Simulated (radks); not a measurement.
Initial-state core-level shifts of neutral terbium when its valence configuration changes from [Xe] 4f9 6s2. All-electron calculation, Dirac Kohn-Sham, PBE, spin-unpolarised, spherical densities, point nucleus; open shells fill j = l - 1/2 first. Program: a radial shooting solver on a logarithmic mesh with Libxc functionals. Shifts are changes of the shell-averaged eigenvalues in eV (positive: less bound).

| valence | 3d | 4p | 5s | 5p |
|---|---|---|---|---|
| 4f9 5d0.5 6s1.5 | +0.490 | +0.502 | +0.572 | +0.531 |
| 4f8 5d1 6s2 | -7.416 | -7.056 | -3.681 | -2.972 |
| 4f7 5d2 6s2 | -16.056 | -15.016 | -7.250 | -5.763 |
| 4f8.5 5d0.5 6s2 | -3.536 | -3.394 | -1.857 | -1.516 |
| 4f9 6s1 6p1 | -1.199 | -1.209 | -1.267 | -1.252 |
| 4f7.5 5d1 6s2 6p0.5 | -13.185 | -12.528 | -7.062 | -5.886 |
| 4f8 6s2 6p1 | -10.529 | -10.179 | -6.836 | -5.950 |
